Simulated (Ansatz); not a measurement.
## Sm(OH)2 in a box, plane waves

Ansatz 0.2.0, DFT PBE, scalar-relativistic, plane waves, PAW, molecule in a box. The geometry was relaxed with Gaussian bases (BP86; Sm lcecp-0-SVP with ECP52, O def2-SVP, H def2-SVP).

```yaml
crystal:
  lattice:
    - [10.59, 0.0, 0.0]
    - [0.0, 9.39, 0.0]
    - [0.0, 0.0, 14.38]
  atoms:
    - { symbol: Sm, position: [0.42492918, 0.51379766, 0.4992879], spin: 6.0 }
    - { symbol: O, position: [0.5148678, 0.52063365, 0.63590056] }
    - { symbol: H, position: [0.57491313, 0.52074121, 0.68694854] }
    - { symbol: O, position: [0.5148678, 0.4903983, 0.36345897] }
    - { symbol: H, position: [0.57491313, 0.47923323, 0.31293463] }
basis:
  ecutwfc: 420
  ecutrho_ratio: 4
kpoints:
  mp_grid: { grid: [1, 1, 1] }
hamiltonian:
  xc: pbe
scf:
  occupations: { method: gaussian, width: 0.01 }
output:
  forces: true
  eigenvalues: true
  populations: true
  hubbard: { sites: [{ species: Sm, l: f }] }
magnetization:
  spin_polarized: true
```

Command:
```sh
ansatz run input.yaml --threads 2 --pin off --max-ram 5120MiB --backend cpu --events-out ev --progress --plain --runs-dir out
```
It took 86 s on 2 threads of Arm Neoverse V2, on a shared host, peak memory 1 GiB.

Question: How does the SCF go?

Answer: 
```
SCF iter   1: F=—  HF=-9416.828049 eV  |F-HF|=—  |Δ(HF+E_count)|=         —  Δρ=1.85e-2 (↑1.85e-2 ↓1.71e-2)
Mixer restart at iter 1: flushing history
preconditioner: auto → none  [metal: Δε(μ)=0.001 eV  Ē_g=7.037 eV  σ=0.010 eV  W_gap=0.06  n_scr=70 (ndim 8)  ℏωp=3.7 eV  f_vac=0.
SCF iter   2: F=—  HF=-9412.353414 eV  |F-HF|=—  |Δ(HF+E_count)|=    4.47e0  Δρ=7.93e-3 (↑7.93e-3 ↓6.70e-3)
SCF iter   3: F=—  HF=-9411.698971 eV  |F-HF|=—  |Δ(HF+E_count)|=   6.54e-1  Δρ=4.70e-3 (↑4.70e-3 ↓4.04e-3)
...
SCF iter  30: F=—  HF=-9411.979101 eV  |F-HF|=—  |Δ(HF+E_count)|=   4.77e-4  Δρ=2.36e-5 (↑2.15e-5 ↓2.36e-5)
SCF iter  31: F=—  HF=-9411.979161 eV  |F-HF|=—  |Δ(HF+E_count)|=   5.97e-5  Δρ=1.25e-5 (↑1.25e-5 ↓8.03e-6)
SCF iter  32: F=—  HF=-9411.979164 eV  |F-HF|=—  |Δ(HF+E_count)|=   3.25e-6  Δρ=1.58e-5 (↑1.58e-5 ↓3.17e-6)
SCF iter  33: F=-9411.979164 eV  HF=-9411.979164 eV  |F-HF|=2.46e-8  |Δ(HF+E_count)|=   2.87e-7  Δρ=1.52e-6 (↑1.52e-6 ↓6.89e-7)
SCF iter  34: F=-9411.979164 eV  HF=-9411.979164 eV  |F-HF|=2.46e-8  |Δ(HF+E_count)|=  9.09e-12  Δρ=1.52e-6 (↑1.52e-6 ↓6.89e-7)
```

Question: Which levels lie next to the highest filled one (eV, counted from it)?

Answer: Filled: -3.05, -3.04, -3.03, -3.03, -0.45, -0.39, -0.30, -0.04, -0.03, 0.00. Empty: 0.17, 0.32, 0.84, 1.64, 1.75, 2.35, 2.38, 2.50.

Question: How is the f shell of Sm1 filled?

Answer: Natural occupations, full = 1; up: 0.02, 0.81, 0.99, 0.99, 0.99, 1.00, 1.00; down: 0.00, 0.00, 0.01, 0.01, 0.01, 0.02, 0.02; in all 5.87 e.

Question: What forces are left at this geometry, relaxed with Gaussian bases (eV/Å)?

Answer: 
```
Sm   0.71 -0.04  0.00
O   -0.16 -0.04 -0.51
H   -0.19  0.00 -0.30
O   -0.16  0.03  0.51
H   -0.19  0.05  0.29
```

The open shells may stand above their lowest state.

The highest of the empty levels listed lie near the vacuum level and may be states of the box.

The forces come from the other functional as well as from the basis.

An lcecp potential fixes the number of 4f electrons, so in runs with it no electron can move into or out of that shell.
